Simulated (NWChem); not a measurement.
System: Hg

Output (shortened):

```
             Northwest Computational Chemistry Package (NWChem) 7.3.0
             --------------------------------------------------------

                             Geometry "geometry" -> ""
                             -------------------------

 Output coordinates in angstroms (scale by  1.889725989 to convert to a.u.)

  No.       Tag          Charge          X              Y              Z
 ---- ---------------- ---------- -------------- -------------- --------------
    1 Hg                  80.0000     0.00000000     0.00000000     0.00000000

 Effective nuclear repulsion energy (a.u.)       0.0000000000

                                 NWChem DFT Module
                                 -----------------

 Summary of "ao basis" -> "ao basis" (spherical)
 ------------------------------------------------------------------------------
       Tag                 Description            Shells   Functions and Types
 ---------------- ------------------------------  ------  ---------------------
 Hg                        def2-tzvp                15       43   6s5p3d1f

            General Information
            -------------------
          SCF calculation type: DFT
          Wavefunction type:  closed shell.
          No. of atoms     :     1
          No. of electrons :    20
           Alpha electrons :    10
            Beta electrons :    10
          Charge           :     0
          Spin multiplicity:     1
          Use of symmetry is: off; symmetry adaption is: off
          Maximum number of iterations: 150
          AO basis - number of functions:    43
                     number of shells:    15
          Convergence on energy requested:  1.00D-06
          Convergence on density requested:  1.00D-05
          Convergence on gradient requested:  5.00D-04

              XC Information
              --------------
                   Becke 97-2 Method XC Functional
                     Hartree-Fock (Exact) Exchange  0.210
                 Becke 1997-2  Exchange Functional  1.000
                Becke 1997-2 Correlation Potential  1.000

             Grid Information
             ----------------
          Grid used for XC integration:  medium
          Radial quadrature: Mura-Knowles
          Angular quadrature: Lebedev.
          Tag              B.-S. Rad. Rad. Pts. Rad. Cut. Ang. Pts.
          ---              ---------- --------- --------- ---------
          Hg                  1.50      123           8.0       590
          Grid pruning is: on
          Number of quadrature shells:   123
          Spatial weights used:  Erf1

      Superposition of Atomic Density Guess
      -------------------------------------

 Sum of atomic energies:        -174.14081739

      Non-variational initial energy
      ------------------------------

 Total energy =    -152.554327
 1-e energy   =    -270.137743
 2-e energy   =     117.583416
 HOMO         =      -0.326821
 LUMO         =       0.048796

     ---------------------------------------------
      Total Density - Mulliken Population Analysis
     ---------------------------------------------

    Atom       Charge   Shell Charges
 -----------   ------   -------------------------------------------------------
    1 Hg  20    20.00   0.03 -0.53  1.66  0.85  0.99  0.99  2.38  2.95  0.66  0.01 -0.00  6.63  2.82  0.55  0.00

   convergence    iter        energy       DeltaE   RMS-Dens  Diis-err
 ---------------- ----- ----------------- --------- --------- ---------
 d= 0,ls=0.0,diis     1   -153.6852607216 -1.54D+02  1.55D-02  1.38D-01
 d= 0,ls=0.0,diis     2   -153.6948411483 -9.58D-03  1.48D-03  2.56D-04
 d= 0,ls=0.0,diis     3   -153.6949050899 -6.39D-05  2.17D-04  6.44D-05
 d= 0,ls=0.0,diis     4   -153.6949093461 -4.26D-06  2.89D-05  3.96D-06
 d= 0,ls=0.0,diis     5   -153.6949097213 -3.75D-07  3.25D-06  2.15D-08

         Total DFT energy =     -153.694909721318
      One electron energy =     -270.298963784446
           Coulomb energy =      130.718260871641
    Exchange-Corr. energy =      -14.114206808512
 Nuclear repulsion energy =        0.000000000000

 Numeric. integr. density =       20.000000000023

                       DFT Final Molecular Orbital Analysis
                       ------------------------------------

 Vector    8  Occ=2.000000D+00  E=-4.223967D-01
              MO Center=  4.1D-14,  1.6D-14,  6.3D-15, r^2= 7.4D-01
   Bfn.  Coefficient  Atom+Function         Bfn.  Coefficient  Atom+Function
  ----- ------------  ---------------      ----- ------------  ---------------
    26      0.487785  1 Hg d  2              23      0.425946  1 Hg d -1
    31      0.234119  1 Hg d  2              28      0.204439  1 Hg d -1
    22      0.175710  1 Hg d -2              25      0.150450  1 Hg d  1
    24      0.108375  1 Hg d  0              36      0.086201  1 Hg d  2
    27      0.084334  1 Hg d -2              33      0.075273  1 Hg d -1

 Vector    9  Occ=2.000000D+00  E=-4.223967D-01
              MO Center=  5.6D-15,  6.0D-15,  3.4D-15, r^2= 7.4D-01
   Bfn.  Coefficient  Atom+Function         Bfn.  Coefficient  Atom+Function
  ----- ------------  ---------------      ----- ------------  ---------------
    25      0.652624  1 Hg d  1              30      0.313236  1 Hg d  1
    23     -0.230803  1 Hg d -1              35      0.115331  1 Hg d  1
    28     -0.110777  1 Hg d -1              22      0.054547  1 Hg d -2
    24     -0.048810  1 Hg d  0              33     -0.040787  1 Hg d -1
    27      0.026181  1 Hg d -2

 Vector   10  Occ=2.000000D+00  E=-2.691764D-01
              MO Center= -2.0D-14,  5.3D-14,  4.1D-14, r^2= 2.4D+00
   Bfn.  Coefficient  Atom+Function         Bfn.  Coefficient  Atom+Function
  ----- ------------  ---------------      ----- ------------  ---------------
     5      0.775972  1 Hg s                  3     -0.569910  1 Hg s
     6      0.439607  1 Hg s                  2      0.331625  1 Hg s
     4     -0.241230  1 Hg s                  1     -0.076094  1 Hg s

[...]
```

Level: B97-2/def2-TZVP with def2 effective core potentials on Hg. def2 effective core potentials on Hg; no spin-orbit coupling.

Q: Which NWChem input produces such a log?

A: One answer among several that fit: the input that was run:
```
start job
memory heap 200 mb stack 900 mb global 1100 mb
geometry units angstroms noautoz
  Hg     0.000000     0.000000     0.000000
end
basis spherical
  * library def2-tzvp
end
ecp
  Hg library def2-ecp
end
dft
  xc becke97-2
  iterations 150
  mulliken
end
task dft energy
```
